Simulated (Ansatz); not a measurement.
```yaml
crystal:
  periodic: [false, false, false]
  atoms:
    - {symbol: B, position_ang: [-1.291145, -1.031123, -0.637415]}
    - {symbol: C, position_ang: [-0.207946, 0.021283, -0.309973]}
    - {symbol: O, position_ang: [0.384734, -1.330864, -0.569544]}
    - {symbol: O, position_ang: [0.091348, 0.381872, 0.986190]}
    - {symbol: B, position_ang: [0.931475, 1.399686, 1.250492]}
    - {symbol: Cl, position_ang: [1.254037, 1.795843, 2.918757]}
    - {symbol: H, position_ang: [-1.678119, -1.104273, -1.766418]}
    - {symbol: H, position_ang: [-1.678119, -1.104273, -1.766418]}
    - {symbol: H, position_ang: [0.179449, 0.735620, -1.036828]}
    - {symbol: H, position_ang: [0.772590, -1.346835, -1.451866]}
    - {symbol: H, position_ang: [1.445622, 2.037285, 0.380780]}
basis:
  gaussian: {orbitals: cc-pVTZ-DK}
hamiltonian: {xc: {name: wB97X-V}}
accuracy: high
output: {forces: true}
```

```sh
$ ansatz run in.yaml --threads 4 --pin off --events-out ev --progress --plain --max-ram 10444MiB
```

It prints (some lines left out):

```
Error: two nuclei lie on one point
```

(1) What is wrong with this run?

## Answers

(1) One atom was put on top of another. The input was rejected before any iteration.
